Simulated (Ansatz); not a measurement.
`BCB(O)F` and `O[B](F)[AlH][F]` differ in one atom or group.

Ansatz, PBE0-D4/def2-TZVP geometries, multiplicity 1. Each molecule was computed in one conformer, which needn't be the lowest.

```tsv
property	`BCB(O)F`
HOMO–LUMO gap (PBE/def2-TZVPP) / eV	5.19
HOMO energy (ωB97M-V/def2-TZVPP) / eV	-11.59
zero-point energy (PBE0-D4/def2-TZVP) / kJ/mol	183.6
HOMO energy (PBE0/def2-TZVPP) / eV	-9.26
size of the dipole moment (B3LYP/def2-TZVPP) / D	2.40
HOMO energy (B3LYP/def2-TZVPP) / eV	-9.07
```

(1) Give the same properties after the change, and the shifts. (An estimate is asked.)

Answers

(1) The calculation gave: 
```tsv
property	`O[B](F)[AlH][F]`	shift
HOMO–LUMO gap (PBE/def2-TZVPP) / eV	3.75	-1.44
HOMO energy (ωB97M-V/def2-TZVPP) / eV	-10.10	1.49
zero-point energy (PBE0-D4/def2-TZVP) / kJ/mol	82.3	-101.3
HOMO energy (PBE0/def2-TZVPP) / eV	-7.96	1.30
size of the dipole moment (B3LYP/def2-TZVPP) / D	0.74	-1.66
HOMO energy (B3LYP/def2-TZVPP) / eV	-7.78	1.29
```

With PBE0 the HOMO rises by 1.30 eV and the LUMO falls by 0.48 eV, so the gap narrows by about 1.78 eV. PBE moves the HOMO by 1.16 eV and ωB97M-V by 1.49 eV. The zero-point energy changes by -101.3 kJ/mol with -9 modes. Dipoles are sizes alone; their direction can turn.

B3LYP here is the variant with VWN-RPA as its local correlation; programs differ in this.
